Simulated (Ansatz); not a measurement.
A run for Ansatz (a first-principles code): R-CCSD(T)/def2-SVPD on HI (SMILES I) with ghost functions. Elements past Kr take the def2 small-core potentials; no spin–orbit coupling. The run froze 9 orbitals, filled d shells among them.

Ansatz 0.2 input:
```yaml
crystal:
  periodic: [false, false, false]
  atoms:
    - {symbol: I, position_ang: [0.96812979, 0.39962137, 3.84591468]}
    - {symbol: H, position_ang: [0.04416483, -0.92498088, 3.83410162]}
basis:
  gaussian:
    orbitals: def2-SVPD
    ghost_atoms:
      - {symbol: Si, position_ang: [-0.47120267, 0.12452886, 0.01256418]}
      - {symbol: H, position_ang: [1.00521338, 0.10705511, -0.07373224]}
      - {symbol: H, position_ang: [-0.92766510, -0.97163482, 0.89687356]}
      - {symbol: H, position_ang: [-1.04657453, -0.07138502, -1.33864188]}
      - {symbol: H, position_ang: [-0.92682805, 1.42148067, 0.55836856]}
magnetization: {spin_polarized: false}
correlation: {method: ccsd_t, electrons: outside_noble_gas}
scf: {lower_state_search: off}
```

The log:

```
WARN ansatz: RAYON_NUM_THREADS=1 ignored (pool sized by the plan → 1); use --threads N
Functional definition: HF
these checks for a lower state are left out or cut short: stability, starts, cluster_reference, orbital_swaps, neighbouring_geometries, increment
integrals: 0.12 GiB planned
969 factors; integrals over basis functions are off by at most 1.5e-3 eV
mean field: 0.18 GiB planned
mean field evaluation 1: about -8087.7634 eV, gradient 8.5e0 eV
mean field evaluation 2: about -8087.7644 eV, gradient 8.5e0 eV
mean field evaluation 4: about -8088.1231 eV, gradient 8.5e-1 eV
mean field evaluation 8: about -8088.1293 eV, gradient 7.9e-4 eV
mean field -8088.12932329 eV, -297.2332703000 hartree, gradient 3.0e-6 eV, S^2 0.000000; 0 other end points of the search recorded, 0 dependent functions left out
9 core orbitals not correlated
reference -8088.12932329 eV, -297.2332703000 hartree; 4, 4 occupied and 86, 86 virtual orbitals, 969 factors
second order -3.11744791 eV of doubles, -0.00000000 eV of singles
coupled cluster: 0.34 GiB planned
cycle   1  -3.43847770 eV  change   -3.2e-1 eV  update   4.4e-2
cycle   2  -3.53991507 eV  change   -1.0e-1 eV  update   1.4e-2
cycle   3  -3.54742744 eV  change   -7.5e-3 eV  update   3.4e-3
cycle   4  -3.54726841 eV  change    1.6e-4 eV  update   8.9e-4
cycle   5  -3.54708283 eV  change    1.9e-4 eV  update   2.4e-4
cycle   6  -3.54706158 eV  change    2.1e-5 eV  update   7.2e-5
cycle   7  -3.54706332 eV  change   -1.7e-6 eV  update   2.2e-5
cycle   8  -3.54706482 eV  change   -1.5e-6 eV  update   6.1e-6
perturbative correction -0.08112335 eV, -0.0029812282 hartree
Total energy: -8091.75751146 eV, -297.3666037561 hartree
Checks for a lower state left out: stability, starts, cluster_reference, orbital_swaps, neighbouring_geometries, increment
```

Self-consistency was reached.

Cost: about 4 core-seconds (a rough figure).
